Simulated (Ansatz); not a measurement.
Li11, relaxed as a doublet with UKS PBE0/def2-SVP in Ansatz, starting from packed atoms. Force threshold 0.02 eV/Å.

The charge 0 doublet is spin-contaminated (final ⟨S²⟩ up to 1.04, 0.75 for a pure state). The structure comes from a short search, and lower isomers may exist.

Start:

Cartesian coordinates in Å:
```
Li 2.912 -0.262 1.273
Li 1.933 -1.268 -2.803
Li -1.308 0.195 -0.187
Li -2.972 0.142 -2.068
Li -3.806 0.997 0.369
Li 0.393 1.092 4.065
Li 0.373 0.383 1.619
Li -0.708 -0.493 -2.524
Li 1.155 -0.564 -0.638
Li 4.157 -1.309 -1.215
Li -2.129 1.086 2.109
```

Estimate the energy that the relaxation releases and the steps that it takes.

371.2 kJ/mol, in 49 steps; 8.3 min on 4 threads of Arm Neoverse V2 on a shared host. The force fell under the threshold at step 46, but the optimiser went on. No frequencies were taken in this run, so the end may be a saddle point.

Does the start keep its bonding?

Bonds lost: Li2–Li9, Li2–Li10, Li3–Li8, Li3–Li9, Li3–Li11, Li4–Li5, Li5–Li11, Li8–Li9 (atoms count from 1). Bonds formed: Li2–Li3, Li2–Li7, Li5–Li7, Li5–Li8, Li7–Li8, Li7–Li10 (atoms count from 1). Metal–metal contacts that move far: Li4–Li8 2.40 to 3.02 Å, Li1–Li9 2.61 to 3.15 Å, Li3–Li4 2.51 to 3.03 Å. The end is the same structure that another start reached.

Predict the relaxed structure.


```xyz
11

Li    2.296   -0.530    2.588
Li    0.408   -0.920   -2.509
Li   -1.860   -1.343   -0.680
Li   -2.579    0.582   -2.911
Li   -2.295    1.373    0.370
Li    0.679    2.049    1.782
Li    0.320   -0.092    0.381
Li   -0.155    1.775   -1.566
Li    1.289   -2.500    0.343
Li    2.749    0.295   -0.418
Li   -0.853   -0.688    2.618
```
Bond lengths (bridged metal pairs left out): 15 × Li–Li 2.58 to 3.03 Å.
